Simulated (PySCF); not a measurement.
Species: C8H9F3.
Numbering: `[CH3:1][CH2:2]/[CH:3]=[CH:4]\[C:5]#[C:6][CH2:7][C:8]([F:9])([F:10])[F:11]` (hydrogens: H12, H13, H14 on C1; H15, H16 on C2; H17 on C3; H18 on C4; H19, H20 on C7)

The same species was optimised twice, with GFN2-xTB and with PBE0-D3(BJ)/def2-SVP (PySCF), and the same property calculations (PySCF, gas phase) were run on both structures.

| coordinate | GFN2-xTB | PBE0-D3(BJ)/def2-SVP | change |
| --- | --- | --- | --- |
| C3=C4 (Å) | 1.332 | 1.346 | +0.014 |
| C4–C5 (Å) | 1.410 | 1.422 | +0.012 |
| C5≡C6 (Å) | 1.203 | 1.215 | +0.012 |
| C8–F10 (Å) | 1.345 | 1.336 | -0.009 |
| C8–F11 (Å) | 1.340 | 1.332 | -0.008 |
| C8–F9 (Å) | 1.340 | 1.334 | -0.006 |
| C7–C8 (Å) | 1.520 | 1.517 | -0.003 |
| C1–C2 (Å) | 1.529 | 1.527 | -0.002 |
| C6–C7 (Å) | 1.450 | 1.452 | +0.002 |
| C2–C3 (Å) | 1.492 | 1.492 | 0.000 |
| C6–C7–C8 (°) | 110.0 | 112.7 | +2.7 |
| C1–C2–C3 (°) | 111.0 | 112.6 | +1.6 |
| C7–C8–F10 (°) | 111.5 | 110.1 | -1.4 |
| F10–C8–F11 (°) | 106.5 | 107.7 | +1.2 |
| C4–C5–C6 (°) | 177.6 | 178.8 | +1.2 |
| F9–C8–F10 (°) | 106.5 | 107.6 | +1.1 |
| C7–C8–F9 (°) | 112.6 | 111.6 | -1.0 |
| F9–C8–F11 (°) | 106.6 | 107.7 | +1.1 |
| C1–C2–C3–C4 (°) | -117 | -115 | +2 |
| C6–C7–C8–F9 (°) | -60 | -60 | 0 |

Rotational constants: A = 1886, B = 525.3, C = 454.2 MHz (GFN2-xTB) against A = 1860, B = 521.0, C = 449.0 MHz (PBE0-D3(BJ)/def2-SVP). Point groups within 0.08 Å: C1 and C1.

On the GFN2-xTB structure: HOMO (eV) -6.87 [PBE0/pcSseg-1]; LUMO (eV) -0.74 [PBE0/pcSseg-1]; dipole (D) 1.69 [PBE0/pcSseg-1]; GIAO shielding of C1 (ppm) 170.9 [PBE0/pcSseg-1]; GIAO shielding of C2 (ppm) 157.1 [PBE0/pcSseg-1]; GIAO shielding of C3 (ppm) 28.6 [PBE0/pcSseg-1]; GIAO shielding of C4 (ppm) 73.7 [PBE0/pcSseg-1]; GIAO shielding of C5 (ppm) 97.2 [PBE0/pcSseg-1]; GIAO shielding of C6 (ppm) 94.0 [PBE0/pcSseg-1]; GIAO shielding of C7 (ppm) 156.4 [PBE0/pcSseg-1]; GIAO shielding of C8 (ppm) 52.2 [PBE0/pcSseg-1].

Q: What do these properties become on the PBE0-D3(BJ)/def2-SVP structure?

A: 
| property | level | on GFN2-xTB | on PBE0-D3(BJ)/def2-SVP | change |
| --- | --- | --- | --- | --- |
| HOMO (eV) | PBE0/pcSseg-1 | -6.87 | -6.85 | +0.02 |
| LUMO (eV) | PBE0/pcSseg-1 | -0.74 | -0.83 | -0.09 |
| dipole (D) | PBE0/pcSseg-1 | 1.69 | 1.51 | -0.18 |
| energy, GFN2-xTB geometry as zero (kcal/mol) | PBE0/pcSseg-1 | 0.0 | -0.7 | -0.7 |
| GIAO shielding of C1 (ppm) | PBE0/pcSseg-1 | 170.9 | 169.1 | -1.8 |
| GIAO shielding of C2 (ppm) | PBE0/pcSseg-1 | 157.1 | 156.6 | -0.5 |
| GIAO shielding of C3 (ppm) | PBE0/pcSseg-1 | 28.6 | 24.8 | -3.8 |
| GIAO shielding of C4 (ppm) | PBE0/pcSseg-1 | 73.7 | 69.9 | -3.8 |
| GIAO shielding of C5 (ppm) | PBE0/pcSseg-1 | 97.2 | 96.8 | -0.4 |
| GIAO shielding of C6 (ppm) | PBE0/pcSseg-1 | 94.0 | 92.6 | -1.4 |
| GIAO shielding of C7 (ppm) | PBE0/pcSseg-1 | 156.4 | 155.2 | -1.2 |
| GIAO shielding of C8 (ppm) | PBE0/pcSseg-1 | 52.2 | 54.7 | +2.5 |

The heavy atoms differ by 0.197 Å rms after alignment. Among bonds between heavy atoms C3=C4 changes most (+0.014 Å). Changes are differences of the printed values. Neither structure is proved a minimum here.

Shape of the structure used: `[CH3:1][CH2:2]/[CH:3]=[CH:4]\[C:5]#[C:6][CH2:7][C:8]([F:9])([F:10])[F:11]`: C1–C2–C3–C4 -115°, C6–C7–C8–F9 -60°.
